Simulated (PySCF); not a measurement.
SMILES C=[CH][Sn]([OH])([O]C)[O]C (C4H10O3Sn), GFN2-xTB optimised geometry.

```
18

C     -3.38    -1.46     2.51
C     -2.58    -2.11     1.70
Sn    -1.61    -1.13     0.00
O     -2.20     0.75     0.00
O     -2.05    -1.75    -1.86
C     -1.29    -2.66    -2.61
O      0.42    -1.13     0.00
C      1.20    -0.50     0.97
H     -3.85    -1.96     3.35
H     -3.61    -0.42     2.38
H     -2.34    -3.15     1.81
H     -2.23     1.13    -0.88
H     -1.47    -3.69    -2.30
H     -1.62    -2.54    -3.65
H     -0.22    -2.45    -2.56
H      0.93     0.55     1.11
H      2.23    -0.55     0.61
H      1.15    -1.00     1.94
```

Density from B3LYP/def2-SVP, def2 effective core potentials past Kr in PySCF at that geometry. The core electrons that the potentials of Sn replace are not part of the density.

Minimum of the electron density along straight lines between bonded atoms, close to the bond critical point (lines longer than 1.1 times the sum of covalent radii, or with two minima, are not listed):

| bond | length / Å | ρ at the minimum / e bohr⁻³ | ∇²ρ there / e bohr⁻⁵ | position (fraction from the first atom) |
|---|---|---|---|---|
| C1–C2 | 1.314 | 0.351 | -0.97 | 0.50 |
| C2–Sn3 | 2.182 | 0.096 | (withheld) | 0.50 |
| Sn3–O4 | 1.973 | 0.108 | 0.59 | 0.51 |
| Sn3–O5 | 2.003 | 0.101 | (withheld) | 0.51 |
| O5–C6 | 1.405 | 0.257 | -0.41 | 0.66 |
| Sn3–O7 | 2.032 | 0.096 | (withheld) | 0.51 |
| O7–C8 | 1.400 | 0.261 | -0.43 | 0.66 |
| C1–H9 | 1.082 | 0.282 | -1.09 | 0.64 |
| C1–H10 | 1.077 | 0.287 | -1.14 | 0.64 |
| C2–H11 | 1.081 | 0.281 | -1.07 | 0.64 |
| O4–H12 | 0.958 | 0.353 | -2.30 | 0.81 |
| C6–H13 | 1.092 | 0.281 | -1.06 | 0.63 |
| C6–H14 | 1.092 | 0.282 | -1.08 | 0.63 |
| C6–H15 | 1.090 | 0.284 | -1.08 | 0.63 |
| C8–H16 | 1.092 | 0.282 | -1.06 | 0.63 |
| C8–H17 | 1.092 | 0.282 | -1.07 | 0.63 |
| C8–H18 | 1.093 | 0.281 | -1.05 | 0.63 |

Task: Complete the blanks.

Result: 
- C2–Sn3, ∇²ρ there / e bohr⁻⁵: 0.12
- Sn3–O5, ∇²ρ there / e bohr⁻⁵: 0.52
- Sn3–O7, ∇²ρ there / e bohr⁻⁵: 0.47
